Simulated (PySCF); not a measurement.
Run record for `C1C(CC1)C(C)=C=C`: OLYP/def2-SVPD, TDA, 1 singlet.

Method: TDA OLYP/def2-SVPD, vertical, gas phase, core orbitals frozen in the response (PySCF 2.14.0, density-fitted response routines). Geometry: GFN2-xTB. The command runs a driver script over a list of jobs; the input below is this job's line of settings and its coordinates in Å.

Command:
```bash
OMP_NUM_THREADS=1 python probes_run.py task.json out
```

Input:
```
{"job": {"kind": "uv", "xc": "OLYP", "basis": "def2-SVPD", "nstates": 1, "ntriplets": 2, "tda": true}, "charge": 0, "multiplicity": 1}
C     -2.089228     1.923542     0.711265
C     -1.550371     0.818829     0.302006
C     -1.011892    -0.290036    -0.110056
C     -1.756062    -1.598288    -0.072487
C      0.402159    -0.373795    -0.610907
C      1.213289     0.926352    -0.748784
C      2.357248     0.288633     0.053084
C      1.438175    -0.885180     0.417400
H     -2.643017     2.570235     0.047480
H     -2.012650     2.248098     1.738350
H     -1.189274    -2.329971     0.502320
H     -1.881103    -1.985688    -1.083561
H     -2.736617    -1.475631     0.379492
H      0.421119    -0.969475    -1.527009
H      0.743974     1.761639    -0.233530
H      1.453651     1.228308    -1.766271
H      2.731267     0.873674     0.890585
H      3.198586    -0.009972    -0.569040
H      1.838602    -1.881074     0.237335
H      1.066995    -0.829524     1.439294
```

Question: What does the run print?

Answer: 
```
coarse grid: 16128 points
cycle   1  E = -311.5077653577  dE =  6.599e-01  |g| = 5.863e-01  |ddm| = 9.851e+00
cycle   2  E = -311.3701880527  dE =  1.376e-01  |g| = 9.100e-01  |ddm| = 5.605e+00
cycle   3  E = -311.6102649104  dE = -2.401e-01  |g| = 1.332e-01  |ddm| = 3.992e+00
cycle   4  E = -311.6137091719  dE = -3.444e-03  |g| = 7.094e-02  |ddm| = 5.842e-01
cycle   5  E = -311.6149975702  dE = -1.288e-03  |g| = 2.274e-02  |ddm| = 2.312e-01
cycle   6  E = -311.6151264451  dE = -1.289e-04  |g| = 7.395e-03  |ddm| = 8.775e-02
cycle   7  E = -311.6151395946  dE = -1.315e-05  |g| = 2.299e-03  |ddm| = 2.554e-02
cycle   8  E = -311.6151407876  dE = -1.193e-06  |g| = 9.601e-04  |ddm| = 9.455e-03
final grid: 154128 points
cycle   9  E = -311.6510670351  dE = -7.189e-05  |g| = 1.207e-02  |ddm| = 4.946e-01
cycle  10  E = -311.6510079192  dE =  5.912e-05  |g| = 1.884e-02  |ddm| = 9.572e-02
cycle  11  E = -311.6511074593  dE = -9.954e-05  |g| = 3.140e-03  |ddm| = 5.689e-02
cycle  12  E = -311.6511101259  dE = -2.667e-06  |g| = 6.568e-04  |ddm| = 9.219e-03
cycle  13  E = -311.6511102327  dE = -1.068e-07  |g| = 2.264e-04  |ddm| = 2.707e-03
cycle  14  E = -311.6511102451  dE = -1.242e-08  |g| = 7.282e-05  |ddm| = 6.995e-04
cycle  15  E = -311.6511102460  dE = -8.442e-10  |g| = 4.557e-05  |ddm| = 3.248e-04
cycle  16  E = -311.6511102465  dE = -5.640e-10  |g| = 5.773e-06  |ddm| = 1.666e-04
converged SCF energy = -311.6511102465

Static polarisability (au): isotropic 97.082, principal 75.366 94.058 121.823

Singlet excitations
state   eV       nm        f      main configurations
  1   5.3319    232.5   0.00065   H->L 0.98

Triplet excitations (Tamm-Dancoff, eV): 4.5920 4.9527
```

The SCF starts on a coarse grid where the log names one; the energy can jump when the final grid takes over, and dE then counts from the start density on the new grid. H and L stand for HOMO and LUMO; the number after each pair is its weight.

Question: Give S1 in cm⁻¹ and kJ/mol.

Answer: 5.3319 eV × 8065.54 = 43005 cm⁻¹; × 96.485 = 514.4 kJ/mol.

Question: How does the lowest singlet excitation compare with the HOMO–LUMO gap?

Answer: HOMO -5.55 eV and LUMO -0.31 eV give a gap of 5.24 eV; S1 at 5.33 eV lies 0.09 eV above it.

In short: SCF converged in 16 cycles with 256 basis and 884 fitting functions; HOMO -5.55 eV, LUMO -0.31 eV; lowest singlet 5.33 eV; lowest triplet 4.59 eV (Tamm–Dancoff); mean polarisability 97.1 au.

Cost: about 2.7 min of CPU time on one thread; the machine was shared, so the figure is rough.

The values belong to the conformer `[CH2:1]=[C:2]=[C:3]([CH3:4])[CH:5]1[CH2:6][CH2:7][CH2:8]1`: C2–C3–C5–C6 -5°.
